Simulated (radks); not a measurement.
The numbers below are computed, except where a source is named.
Isoelectronic series with 2 electrons, all held in the configuration [He], which need not be the ground one along the series. Level of theory: scalar-relativistic Kohn-Sham, PBEsol, spin-polarised, spherical densities, point nucleus (a radial shooting solver on a logarithmic mesh with Libxc functionals). Total energies (hartree) and mean radii <r> (bohr):

ion,E (hartree),1s
He,-2.85786,0.9512
Be2+,-13.53621,0.4186
C4+,-32.22077,0.2685
O6+,-58.92619,0.1976
Ne8+,-93.67045,0.1562
Mg10+,-136.47639,0.1292
Si12+,-187.37205,0.1101
S14+,-246.39087,0.09583
Ar16+,-313.57176,0.08483
Ca18+,-388.95929,0.07606
Ti20+,-472.60381,0.06891
Cr22+,-564.56165,0.06296
Fe24+,-664.89529,0.05794
Ni26+,-773.67360,0.05363
